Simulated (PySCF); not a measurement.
# Reading the logs of faulty runs: ClGeH2NSi

All numbers below are calculated, not measured. The program is PySCF 2.14.0, an open-source quantum chemistry code, run on an isolated molecule that a program drew, which may never have been made. The molecule is ClGeH2NSi (charge 0, singlet), drawn as the SMILES string `N=[SiH][Ge][Cl]`.

Each row is a Hartree-Fock (HF) and frozen-core CCSD(T) single point in the cc-pV(D+d)Z basis, meant for a local HF minimum. Run 1 is clean. Each other run has one planted mistake out of seven kinds, and not every kind appears here: one electron removed, one electron added, multiplicity raised by two, geometry at a saddle point, minimal basis STO-3G, one bond length entered in bohr, all coordinates scaled. The reference is restricted for singlets and unrestricted otherwise, and also for a bond in bohr. Adding or removing an electron swaps singlet and doublet. Electrons count all cores. HOMO and LUMO are orbital energies over both spins, the gradient is its largest component, and the lowest frequency (negative if imaginary) is given only where the gradient is small. Bond lengths are over the 5 bonds as drawn. T1 is the CCSD diagnostic: over 0.02 (restricted) or 0.045 (unrestricted) a single reference is doubtful. Germanium has the cc-pVDZ-PP basis, with a core potential (ECP10MDF) in place of its 10 inner electrons, and its 3s, 3p and 3d shells are frozen in CCSD(T).

Geometry of the clean run:
```xyz
6
ClGeH2NSi, angstrom
N     0.5852    0.0191    1.2734
Si    0.2841    1.3092    2.1417
Ge   -1.2580    3.1667    1.4590
Cl   -0.9310    4.3481    3.3035
H     0.1620   -0.1305    0.3741
H     0.9610    1.4271    3.4492
```

```
run  electrons  basis functions  <S^2>  HOMO (eV)  LUMO (eV)  gradient (hartree/bohr)  lowest frequency (cm^-1)  mean bond (Å)  longest bond (Å)      T1  HF (hartree)  CCSD(T) (hartree)                     mistake
  1         72               93  0.000      -8.96      -0.83                  4.4e-06                        29         1.7579             2.509  0.0207   -1097.42374        -1097.95608                    no fault
  2         73               93  0.815      -2.25       5.84                  3.2e-02                         -         1.7579             2.509  0.0229   -1097.48028        -1098.01095          one electron added
  3         72               93  2.143      -8.18      -1.36                  9.0e-03                         -         1.7579             2.509  0.0377   -1097.39762        -1097.91911  multiplicity raised by two
  4         71               93  0.902     -14.77      -5.84                  5.7e-02                         -         1.7579             2.509  0.0694   -1097.15068        -1097.65540                           ?
```

**Which mistake was planted in run 4, and what did it cost?**

It counts 71 electrons, one fewer than the clean run, at the same geometry and basis. So the mistake is: one electron removed. Subtracting run 1 and multiplying by 627.51 kcal/mol a hartree, the energy moved by 171.3 kcal/mol in HF and 188.7 kcal/mol in CCSD(T).

Cautions from the logs. Run 1: T1 is over the limit, so its CCSD(T) energy is less reliable; run 4: T1 is over the limit, so its CCSD(T) energy is less reliable.
